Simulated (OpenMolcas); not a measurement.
# Au+: thermal populations, worked from levels

```yaml
Program: OpenMolcas 26.06
Basis: ANO-R1 [7s5p4d2f]
Scalar_Hamiltonian: X2C, finite nucleus
Active_space: 10 electrons in 6 orbitals (5d 6s)
State_averaging: 2S+1 = 3 even, 5 roots; 2S+1 = 1 even, 6 roots
Spin-orbit_coupling: state interaction with AMFI integrals over the reference wave functions, term energies averaged over their components
```

Methods: CASSCF; SS-CASPT2, IPEA 0.25 Eh, imaginary shift 0.1 Eh (closed shells correlated: 5s 5p). Measured levels: NIST Handbook of Basic Atomic Spectroscopic Data.

**Thermal populations.** Z = Σ (2J + 1) exp(-E/kT) with k = 0.695035 cm-1/K, over the levels below. No other level of either list lies under 39500 cm-1, which is above 7 kT at each temperature.

```tsv
Level	2J + 1	SS-CASPT2	measured
5d¹⁰ ¹S₀	1	0.0	0.0
5d⁹ 6s ³D₃	7	14740	15040
5d⁹ 6s ³D₂ [59 %]	5	17240	17641
5d⁹ 6s ³D₁	3	27550	27766
5d⁹ 6s ¹D₂ [59 %]	5	29740	29621
```

```
T (K)  Z, SS-CASPT2  Z, measured levels  Ground level (%), SS-CASPT2  Ground level (%), measured levels
 8000         1.764               1.722                         56.7                               58.1
```

At 8000 K, kT = 5560 cm-1, and the computed levels give Z = 1.000 + 0.494 + 0.225 + 0.021 + 0.024 = 1.764.

Term energies are means over components that CASPT2 splits; among the terms shown or strongly mixed into the levels shown the widest spread is 23 cm-1 (5d⁹ 6s ¹D, SS-CASPT2). A single d shell beside an s shell can misplace configurations of different d count against each other. Without dynamic correlation excited terms often stand tens of per cent too high (terms of higher spin than the ground term too low), and those without a measured partner can miss by more than the paired ones (holds for CASSCF). Measured partners are found by configuration, term and J. A level has none where our copy of the source lacks it or the pairing is in doubt (some pairs that miss far off the trend of their configuration count as doubtful), and it then counts in no deviation. Where the source uses jj or jK labels, the order within each J decides. Only configurations of the active space appear.

A share in square brackets marks a mixed level and gives the weight of the term that names it, the lowest over the columns.
